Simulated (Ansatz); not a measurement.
Input and output for SbH₃.

```yaml
crystal:
  periodic: [false, false, false]
  atoms:
    - {symbol: Sb, position_ang: [-0.005344, 0.005462, 0.738926]}
    - {symbol: H, position_ang: [1.416503, -0.029903, -0.235875]}
    - {symbol: H, position_ang: [-0.681192, 1.237419, -0.260405]}
    - {symbol: H, position_ang: [-0.729967, -1.212978, -0.242647]}
basis:
  gaussian: {orbitals: def2-TZVP, final_grid: {core_spheres: 5, valence_spheres: 4, degree: 11}}
hamiltonian: {xc: {name: B97}}
scf: {lower_state_search: full}
```

```sh
$ ansatz run in.yaml --threads 2 --pin off --events-out ev --progress --plain --max-ram 4352MiB
```

It prints (some lines left out):

```
Functional definition: B97
568 factors; their error is unknown
mean field evaluation 1: about -6586.3130 eV, gradient 9.9e0 eV
mean field evaluation 2: about -6586.4373 eV, gradient 9.1e0 eV
mean field evaluation 4: about -6586.6398 eV, gradient 3.1e-1 eV
mean field evaluation 8: about -6586.8145 eV, gradient 2.0e-2 eV
mean field evaluation 16: about -6586.4885 eV, gradient 9.9e0 eV
mean field -6586.81451507 eV, -242.0609687255 hartree, gradient 1.5e-5 eV, S^2 0.000000; 0 other end points of the search recorded, 0 dependent functions left out
reference -6586.81454882 eV, -242.0609699658 hartree; 13, 13 occupied and 55, 55 virtual orbitals, 568 factors
Total energy: -6586.81454882 eV, -242.0609699658 hartree
```

Run time 0.25 s (2 threads of Intel Xeon 6975P-C on a shared host).

In the def2 sets Sb takes a core potential; there is no spin–orbit coupling.
